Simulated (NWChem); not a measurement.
Molecule: C$_{3}$H$_{6}$BF; SMILES C=CCBF

```xyz
11

B     -0.4212     1.2333    -0.1794
C      0.1982    -0.0072     0.5494
C     -0.3755    -1.3255     0.1377
C      0.3147    -2.3426    -0.3812
H     -0.0450     0.1848     1.6181
H      1.2985     0.0071     0.4841
H     -1.4605    -1.4369     0.2613
H      1.3980    -2.2845    -0.5304
H     -0.1785    -3.2724    -0.6760
F      0.3074     2.3279    -0.3400
H     -1.5656     1.2800    -0.5780
```
Atoms are numbered in this order, from 1.

Program: NWChem. STO-3G and 3-21G are far too small for this property and stand as cheap habits. Geometry: optimised at PBE0/def2-SVP. GIAO values for the isolated, static molecule; σ is the absolute isotropic shielding, δ = σ(reference) − σ with the isolated reference molecule computed at the same levels (11B: boron trifluoride, 13C: tetramethylsilane, 1H: tetramethylsilane).

Predict the results for Hartree-Fock/STO-3G. Quantities: δ B1 (ppm); δ C3 (ppm); δ H5 (ppm); δ H6 (ppm); δ H7 (ppm); δ H8 (ppm); δ H11 (ppm).


```yaml
"δ B1 (ppm)": 41.6
"δ C3 (ppm)": 123.3
"δ H5 (ppm)": 1.06
"δ H6 (ppm)": 2.13
"δ H7 (ppm)": 6.07
"δ H8 (ppm)": 5.27
"δ H11 (ppm)": 5.35
```
